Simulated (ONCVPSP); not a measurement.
**u(r) = r·R(r): atom against pseudo-atom (oxygen (O))**

Columns: radius, all-electron u(r) and pseudo u(r) of the 2p shell (level -43.36 eV) of oxygen in the configuration [He] 2s2 2p2; LDA (Perdew-Wang 92), scalar-relativistic, ONCV scheme, ONCVPSP 4.0.1.

```tsv
r (bohr)	all-electron	pseudo
0.093	0.1116	0.0387
0.185	0.3180	0.1466
0.278	0.5262	0.3077
0.370	0.6964	0.4929
0.463	0.8227	0.6786
0.555	0.9039	0.8363
0.648	0.9476	0.9526
0.740	0.9599	1.0175
0.833	0.9482	1.0341
0.925	0.9191	1.0104
1.018	0.8772	0.9577
1.110	0.8277	0.8893
1.203	0.7727	0.8140
1.295	0.7161	0.7404
1.388	0.6585	0.6707
1.480	0.6024	0.6075
1.573	0.5478	0.5494
1.665	0.4963	0.4966
1.758	0.4474	0.4474
1.850	0.4024	0.4023
1.943	0.3602	0.3602
2.035	0.3220	0.3220
2.128	0.2867	0.2867
2.220	0.2550	0.2550
2.313	0.2260	0.2260
2.405	0.2001	0.2001
```

Question: How many radial nodes do the two functions have?

Answer: The all-electron 2p function has n − l − 1 = 0; the pseudo-wave has 0.

Question: At about which radius was the pseudo-wave matched?

Answer: 1.85 bohr. The columns agree to 0.0005 from 1.67 bohr on; several derivatives are matched, so the curves merge somewhat inside the radius.

Question: Is the pseudo-wave norm-conserving?

Answer: Yes: the ONCV scheme keeps the norm inside the radius equal to the all-electron one, which fixes the energy derivative of the logarithmic derivative at the level.
